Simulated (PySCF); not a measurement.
**Diatomics of Se with group 4**

PBE0 with triple-zeta basis sets in PySCF, for the lowest determinant that a PBE0 search found; no spin–orbit coupling. De refers to high-spin ground-configuration atoms. A positive dipole means M(−)Se(+).

```json
{"M": "Ti", "basis": "x2c-TZVPPall", "state (unpaired electrons)": "triplet (σ ↑, δ ↑)", "Re (Å)": "2.201", "ωe (cm⁻¹)": "427", "De (eV)": "n/a", "μ (D)": "-5.84"}
{"M": "Zr", "basis": "def2-TZVPP", "state (unpaired electrons)": "triplet (σ ↑, δ ↑)", "Re (Å)": "2.319", "ωe (cm⁻¹)": "374", "De (eV)": "n/a", "μ (D)": "-5.65"}
{"M": "Hf", "basis": "def2-TZVPP", "state (unpaired electrons)": "singlet (closed shell)", "Re (Å)": "2.297", "ωe (cm⁻¹)": "348", "De (eV)": "n/a", "μ (D)": "-4.23"}
```

The shortest bond is that of TiSe (2.201 Å), the longest that of ZrSe (2.319 Å).

The rows differ in basis set, which adds steps of its own.

The state changes along the series, so neighbouring rows are not always alike in their bonding.

De is left out where the level can put another filling of the metal’s s and d shells below the measured ground configuration, by anything from nothing to about 1 eV. These are scalar-relativistic numbers at best; spin–orbit coupling would shift them, the dissociation energy most.
